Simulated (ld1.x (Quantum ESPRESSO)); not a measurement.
## Configuration tests for Bi (TM)

ld1.x (Quantum ESPRESSO) 7.5 input, shortened:

```
&input
   title='Bi', zed=83., rel=1, dft='PBE', iswitch=3,
   config='[Xe] 4f14 5d10 6s2 6p3'
 /
 &inputp
   pseudotype=2, tm=.true., lloc=2,
   nlcc=.true., rcore=0.60
 /
3
6S  1  0   2.00   0.00  2.00  2.00  0.0
6P  2  1   3.00   0.00  2.05  2.05  0.0
5D  3  2  10.00   0.00  1.15  1.15  0.0
 &test
   configts(1)='5d10 6s2 6p3'
 /
```

Energies are relative to the spin-unpolarised reference configuration 5d10 6s2 6p3; without spin polarisation the order of configurations can differ from experiment. Not all tests gave a result: 1 of 7 tests not solved or not reliable. Left out of the table: 5d9 6s2 6p4 (solver errors, printed error -1689 eV).

```
valence configuration  charge  ΔE all-electron (eV)  error AE − PS (meV)
         5d10 6s2 6p2      +1                 7.913                 -7.6
         5d10 6s2 6p1      +2                23.160                  -24
         5d10 6s2 6p0      +3                46.502                  -36
         5d10 6s1 6p0      +4                91.907                  -71
```

Problem. What are ΔE and the potential's error for 5d10 6s1 6p4?

Solution. ΔE = 10.082 eV all-electron; the error (AE − PS) is -12 meV.

Problem. What are ΔE and the potential's error for 5d10 6s1 6p3?

Solution. ΔE = 18.731 eV all-electron; the error (AE − PS) is -28 meV.

Note: ghost states, extra bound levels that the all-electron valence spectrum of the same l lacks: s at -84.1 eV, p at -18.8 eV. A true bound ghost makes a file unfit for plane-wave use.
